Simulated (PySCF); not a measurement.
C4H6BF, SMILES C#CB(F)CC. Atoms are numbered in the order given.

```xyz
12

C     -1.2362     2.1293     0.0000
C     -0.3783     1.2656     0.0000
B      0.6480     0.1231     0.0000
F      1.9383     0.4526     0.0000
C      0.2637    -1.3939     0.0000
C     -1.2189    -1.7391     0.0000
H     -1.9851     2.9015     0.0000
H      0.7799    -1.8438     0.8702
H      0.7799    -1.8438    -0.8702
H     -1.7270    -1.3235    -0.8835
H     -1.3877    -2.8266     0.0000
H     -1.7270    -1.3235     0.8835
```

Geometry: PBE0-D3(BJ)/def2-SVP. The structure was generated by enumeration, and PubChem lists no compound with its InChIKey, so it may never have been made. One conformer was computed; it need not be the lowest.

Two levels are set side by side: PBE/pcSseg-1 (PySCF) and PBE0/pcSseg-1 (PySCF). GIAO shifts against BF3 (¹¹B), CFCl3 (¹⁹F), TMS (¹H), TMS (¹³C) at the same level; non-relativistic, no solvent, atoms listed together averaged. Differences are taken from unrounded values.

```tsv
quantity	PBE
δ(¹³C) of C1 (ppm)	105.8
δ(¹³C) of C2 (ppm)	91.9
δ(¹¹B) of B3 (ppm)	35.0
δ(¹⁹F) of F4 (ppm)	-24.4
δ(¹³C) of C5 (ppm)	21.0
δ(¹³C) of C6 (ppm)	11.8
δ(¹H) of H7 (ppm)	3.27
δ(¹H) of H8, H9 (ppm)	1.27
```

Q: These are the PBE values. What does PBE0 give? (The exact figures need the calculation; the answer reports its results.)

A: 
```
quantity                PBE0  PBE minus PBE0
---------------------  -----  --------------
δ(¹³C) of C1 (ppm)     109.4            -3.6
δ(¹³C) of C2 (ppm)      91.2             0.7
δ(¹¹B) of B3 (ppm)      35.0             0.0
δ(¹⁹F) of F4 (ppm)     -21.3            -3.2
δ(¹³C) of C5 (ppm)      18.8             2.2
δ(¹³C) of C6 (ppm)      11.5             0.3
δ(¹H) of H7 (ppm)       3.39           -0.12
δ(¹H) of H8, H9 (ppm)   1.20            0.08
```

Rough cost on one machine, each run with all the roots and properties that it gave: PBE0 against PBE within a factor of 2.
